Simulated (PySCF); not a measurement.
Electron correlation in N⁺ (nitrogen, charge +1)

[He] 2s1 2p2 3d1, one real determinant (an excited configuration). Calculation: PySCF 2.14, in aug-cc-pCVTZ-DK with one added diffuse shell each of s, p, d, f type (8s7p5d3f, 75 functions); scalar relativity by spin-free X2C-1e. Frozen: 1s2; 4 electrons correlated.

MP2 pair energies summed by pair of shells (mhartree):

| pair | energy | share (%) |
| --- | --- | --- |
| 2p-2p | -7.39 | 45.5 |
| 2s-2p | -5.65 | 34.9 |
| 2p-3d | -2.08 | 12.8 |
| 2s-3d | -1.10 | 6.8 |

Total MP2 correlation energy: -16.22 mhartree.

Same-spin part -16.22 and opposite-spin part 0.00 mhartree; SCS-MP2 scales them by 1/3 and 6/5 to -5.41 mhartree.

The reference is one real determinant that mixes LS terms of this configuration.
